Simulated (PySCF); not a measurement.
Worked example: entropy of an ideal gas

HfO₂, SMILES [O]=[Hf]=[O], multiplicity 1.

Geometry optimised at PBE-D3(BJ)/def2-TZVP. The multiplicity is an assumed one; other spin states were not compared. The isomer is the one that the SMILES or the coordinates give; other isomers of the formula were not compared. The def2 effective core potentials stand for the cores of Hf; spin–orbit coupling is left out.

PBE-D3(BJ)/def2-TZVP (PySCF) gives the harmonic wavenumbers 296, 799, 881 cm⁻¹ and the rotational temperatures 0.7652, 0.3689, 0.2489 K. The molar mass is 210.49 g/mol, the symmetry number 2, the spin multiplicity 1.

Question: Work out the entropy at 298.15 K and 1 atm in the rigid-rotor, harmonic-oscillator model.

Answer: 
Translation (Sackur–Tetrode at 1 atm): S = R[1.5 ln M + 2.5 ln T − 1.16487] = 175.5 J/(mol K).
Rotation: q = (√π/σ) T^1.5/√(θA θB θC) = 17200, S = R[ln q + 3/2] = 93.6 J/(mol K).
Vibration: with u = 1.4388 ν/T, each mode gives R[u/(e^u − 1) − ln(1 − e^−u)]:
```csv
ν (cm⁻¹),modes,u,S (J/(mol K))
296,1,1.43,6.02
799,1,3.86,0.87
881,1,4.25,0.63
```
These are all the modes. Sum 7.5 J/(mol K).
Spin: R ln 1 = 0.0 J/(mol K).
Total 276.6 J/(mol K); the program's own thermochemistry gives 276.6. Translation makes up 63 % and vibration 3 %. Anharmonicity, hindered rotation and orbital degeneracy are left out.
